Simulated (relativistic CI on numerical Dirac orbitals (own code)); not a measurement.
Calculated at this level of theory: Dirac-Coulomb-Breit CI, orbitals from a KLI potential per configuration, model QED, valence Slater integrals scaled by 0.85, P86 correlation estimate, and configurations built on the next ion tied to the tabulated ionisation energy (semi-empirical) (own radial code, finite nucleus).

CI space (outside the closed core [Ar]): 3d10, 3d9 4s, 3d9 4p, 3d9 4d, 3d9 5s, 3d9 4f, 3d9 5p, 3d8 4s2, 3d9 5d, 3d8 4s 4p, 3d9 5f, 3d9 5g, 3d8 4p2, 3d8 4s 4d. Levels of other configurations are missing.

Configurations that consist of the next ion and one excited electron were tied to the tabulated ionisation energy; Rydberg ones are usually within 1,000 to 3,000 cm⁻¹ and the lowest ones within about 6,000 (9,000 in d shells), while levels on excited terms of the next ion carry the error of that term, and the other configurations can be misplaced by 10,000 cm⁻¹ or more. Rates follow the energies as ν³ (E1, M1) or ν⁵ (E2), so rates, branching and lifetimes can be off by large factors. 34 of the 51 excited levels that our extract of the measured tables holds in this range could be paired (the sources list more); they are missed by 3785 cm⁻¹ on average and 6875 at most, and levels without a partner can miss by more.

Outline of the computed level scheme of Ge V. Lowest level of each configuration: 3d10 1S_0 at 0.0000 eV; 3d9 4s 3D_3 at 29.8918 eV; 3d9 4p 3P°_2 at 40.9592 eV; 3d9 4d 3S_1 at 57.0446 eV; 3d9 5s 3D_3 at 61.0960 eV; 3d8 4s2 3F_4 at 63.5743 eV; 3d9 5p 3P°_2 at 65.0997 eV.

Some strong electric-dipole decays among the lowest 45 levels: 3d9 4p 1P°_1 → 3d10 1S_0 (8.5e+09 s⁻¹); 3d9 4p 3D°_1 → 3d10 1S_0 (8.1e+09 s⁻¹); 3d9 4d 3G_5 → 3d9 4p 3F°_4 (7.1e+09 s⁻¹); 3d9 4d 3G_4 → 3d9 4p 3F°_3 (6.7e+09 s⁻¹); 3d9 4d 3F_4 → 3d9 4p 3D°_3 (6.1e+09 s⁻¹); 3d9 4d 3S_1 → 3d9 4p 3P°_2 (5.4e+09 s⁻¹); 3d9 4d 3P_2 → 3d9 4p 3P°_2 (5.0e+09 s⁻¹); 3d9 4d 3F_4 → 3d9 4p 1F°_3 (5.0e+09 s⁻¹).

LS names give the leading component of a level, which can be under half, so a name can repeat, a term be missing and a line seem to break the LS rules.
